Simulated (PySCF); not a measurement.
C5H11OS (charge +1).
Geometry (GFN2-xTB, Å), atoms numbered from 1 in this order:
```
atom  x, y, z in Å
C1     2.466    0.241    0.164
C2     1.525   -0.638   -0.139
C3     0.709   -0.567   -1.382
S4    -0.988    0.016   -1.029
C5    -1.715   -1.076    0.205
C6    -0.868    1.636   -0.253
O7    -1.781    0.062   -2.210
H8     3.053    0.148    1.060
H9     2.706    1.071   -0.480
H10    1.328   -1.478    0.511
H11    1.113    0.140   -2.107
H12    0.584   -1.538   -1.860
H13   -2.744   -0.769    0.366
H14   -1.143   -1.006    1.123
H15   -1.703   -2.092   -0.179
H16   -1.858    1.935    0.079
H17   -0.181    1.573    0.583
H18   -0.511    2.346   -0.993
```

Method: TDDFT CAM-B3LYP/def2-SVPD, vertical, gas phase, core orbitals frozen in the response (PySCF).

```csv
state,E (eV),λ (nm),ν̃ (cm⁻¹),f,|μ| (D),"main configurations (H = HOMO, L = LUMO)"
S1,7.00,177.2,56430,0.377,3.77,H→L (95%)
S2,7.13,173.9,57510,0.0053,0.44,H→L+1 (90%)
S3,7.92,156.5,63890,0.0029,0.31,"H-3→L (46%), H-2→L (35%)"
S4,7.95,156.0,64090,0.0003,0.10,"H-1→L+1 (71%), H-1→L (14%)"
S5,8.00,155.1,64490,0.0069,0.48,"H→L+2 (45%), H→L+3 (20%)"
S6,8.09,153.2,65270,0.053,1.32,"H→L+3 (51%), H→L+2 (19%)"
S7,8.27,150.0,66690,0.0025,0.28,"H-1→L (60%), H-1→L+1 (17%), H-1→L+4 (10%)"
S8,8.35,148.6,67320,0.016,0.70,"H→L+4 (41%), H-2→L+1 (26%)"
```

Triplets (Tamm–Dancoff): T1 4.30 eV, H→L (86%); T2 6.86 eV, H→L+1 (82%), H-2→L+1 (9%); T3 7.27 eV, H-2→L (57%), H-3→L (18%).

The lowest singlet lies at 7.00 eV (177 nm, vacuum ultraviolet) and is strong; its leading configuration is HOMO→LUMO (95%). The lowest level is also the most intense of those listed (f = 0.377). Löwdin shares by element: HOMO carbon 73% or more, oxygen 9% (atoms not listed hold the other 18%); LUMO carbon 65% or more, sulfur 9% (atoms not listed hold the other 26%). The listed states span 1.35 eV, and the widest gap between neighbours is 0.79 eV (S2 to S3). Of the 8 states listed, 3 reach f = 0.01 and 1 stays under 0.0005. Weighted by f, the mean energy of these states is 7.20 eV. Singlets were solved by full linear response, triplets in the Tamm–Dancoff approximation.

One conformer stands for the species.
